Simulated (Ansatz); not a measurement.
A nudged elastic band was laid between two geometries of Cl3HOSn + H (7 atoms, charge 0, multiplicity 2).

These are results of UKS B3LYP/def2-SVP (Ansatz 0.2.0), not measurements.

```yaml
movable_images: 7
climbing_image: yes
spring: 5.0 eV/Å²
optimiser: quadratic models (default)
start_path: through a guess of the saddle point
force_threshold: 0.05 eV/Å
iteration_limit: 60
end_points: relaxed
```

Image 0:

```xyz
7
Properties=species:S:1:pos:R:3
Sn -0.046 -0.029 -0.146
Cl -0.044 -0.044 2.200
O 1.795 -0.014 -0.854
H 2.250 -0.856 -0.688
Cl -1.058 1.917 -0.937
Cl -1.199 -1.929 -0.899
H 0.045 0.002 5.286
```

Image 8:

```xyz
7
Properties=species:S:1:pos:R:3
Sn -0.067 0.010 0.010
Cl 0.733 0.137 3.482
O 1.752 -0.010 -0.843
H 2.101 -0.913 -0.908
Cl -1.129 1.947 -0.930
Cl -1.180 -2.002 -0.731
H -0.468 -0.121 3.882
```

Task: What changes between the two ends?

Result: Bonds broken: Sn1–Cl2. Bonds formed: Cl2–H7. Cl3HOSn + H becomes Cl2HOSn + ClH.

Task: What energy profile does the band end with?

Result: The run converged. The highest image is number 2 of 0 to 8, 8.7 kJ/mol above the first end and 131.7 kJ/mol above the last; the last end lies 123.0 kJ/mol below the first. A vibrational analysis at the climbing image gives one clearly imaginary mode, 606i cm⁻¹: a first-order saddle point.

| image | path coordinate (Å) | energy (kJ/mol) | Sn1–Cl2 (Å) | Cl2–H7 (Å) |
| --- | --- | --- | --- | --- |
| 0 | 0.00 | 0.0 | 2.35 | 3.09 |
| 1 | 0.49 | 1.5 | 2.35 | 2.56 |
| 2 | 0.98 | 8.7 | 2.41 | 1.96 |
| 3 | 1.38 | -73.7 | 2.77 | 1.42 |
| 4 | 1.78 | -108.5 | 3.14 | 1.29 |
| 5 | 2.18 | -114.2 | 3.38 | 1.29 |
| 6 | 2.58 | -118.7 | 3.56 | 1.29 |
| 7 | 2.98 | -122.1 | 3.65 | 1.29 |
| 8 | 3.38 | -123.0 | 3.56 | 1.29 |

Task: What is the geometry of the highest image?

Result: 
```xyz
7
Properties=species:S:1:pos:R:3
Sn -0.035 -0.013 0.024
Cl -0.041 -0.019 2.436
O 1.808 -0.001 -0.696
H 2.197 -0.891 -0.678
Cl -1.066 1.931 -0.778
Cl -1.155 -1.940 -0.743
H 0.035 -0.018 4.398
```

Task: What are the harmonic wavenumbers there?

Result: 606i, 78, 89, 100, 111, 139, 145, 157, 184, 354, 370, 386, 622, 874, 3788 cm⁻¹.

Time of the run: 6.7 min on 4 threads of Intel(R) Xeon(R) Platinum 8259CL CPU @ 2.50GHz (Skylake/Cascade Lake) (shared host), peak memory 0.44 GiB.
